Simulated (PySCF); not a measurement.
Cartesian coordinates (Å):
```xyz
9

Ti     0.1312     0.0227    -0.0129
S     -0.6212     0.5548     2.0756
H     -1.6813    -0.2850     1.8747
S      1.7295    -1.6054     0.0631
H      1.9512    -1.2850     1.3738
S      0.9601     1.9665    -0.8770
H      1.9717     1.2459    -1.4488
S     -1.5428    -0.8232    -1.3143
H     -1.7063     0.4206    -1.8584
```
Charge 0, multiplicity 1.

Question: Give the charge on the central atom (Mulliken), total energy, charge on the central atom (meta-Löwdin), HOMO, HOMO–LUMO gap, LUMO and dipole moment at the level PBE-D3(BJ)/def2-TZVP // PBE-D3(BJ)/def2-SVP (PySCF 2.14.0).

Answer: 
The charge on the central atom (Mulliken) is 0.66 e and the total energy is -2443.9799 Ha. The charge on the central atom (meta-Löwdin) is 0.91 e. The HOMO is -6.76 eV. The HOMO–LUMO gap is 2.86 eV and the LUMO is -3.90 eV. The dipole moment is 0.00 D.
